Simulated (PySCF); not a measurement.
Structure revision by computed shifts

A compound C₅H₆N₂ gives the data below (simulated from a calculation) and was assigned the structure `Cc1ncccn1`.

13C{1H} NMR (computed): δ 162.8 (C), 155.5 (CH), 143.4 (CH), 116.8 (CH), 109.0 (CH).

1H NMR (400 MHz, computed): δ 8.40 (d, 1H), 7.66 (m, 1H), 6.62 (m, 1H), 6.40 (d, 1H), 4.10 (br s, 2H).

- shieldings: GIAO PBE0/pcSseg-1
- geometry from GFN2-xTB
- run in PySCF 2.14
- no solvent model, fast rotation and ring inversion assumed for equivalent nuclei, no relativistic terms, a single conformation

Chemical shifts δ = σref − σ; 1H (31.72 ppm), 13C (186.93 ppm) vs TMS, all at this level.

Problem. Compare with the shifts computed for the proposed structure, pairing carbons in order of shift.

Solution. Structure with atom numbers: `[CH3:1][c:2]1[n:3][cH:4][cH:5][cH:6][n:7]1`; H(Xn) means a hydrogen on atom n.

```csv
atom,computed for proposal,given list,difference
C2,175.3,162.8,+12.5
C4,163.1,155.5,+7.6
C6,163.1,143.4,+19.7
C5,123.2,116.8,+6.4
C1,29.4,109.0,-79.6
```

The rms difference is 37.4 ppm and the largest -79.6 ppm at C1 (methyl carbon on an aromatic ring). The proposal also would give 4 carbon signals, not 5. The carbon types in order of shift don't match either: C, CH, CH, CH, CH3 for the proposal against C, CH, CH, CH, CH in the data. The proposal doesn't fit.

Problem. Which isomer fits?

Solution. SMILES Nc1ccccn1.

Carbon types of the structure: 1 × C, 4 × CH, leaving 2 H on heteroatoms. δC 162.8: aromatic carbon bearing nitrogen; the electronegative substituent deshields the carbon that carries it. δC 155.5: aromatic CH next to a ring nitrogen; the adjacent pyridine-type nitrogen withdraws density from it. δC 143.4, 116.8, 109.0: aromatic CH. δH 4.10: hydrogen on an aniline-type nitrogen; labile proton, position sensitive to the medium.

The data come from this structure; uniqueness wasn't tested.

The OH or NH signal is concentration- and solvent-dependent in practice; the value given is the gas-phase one. Shifts are as computed. Against solution values, carbons near 30 ppm lie about +3 ppm off and those near 130 ppm about +5 ppm. Of 1211 compounds with measured shifts, 218 miss one by over three times the rms of a fit or turn the order of signals round; such compounds aren't used in these exercises. Multiplicities follow the n + 1 count of equivalent neighbours, as no J values were calculated; m marks all less simple cases, F and P coupling included.
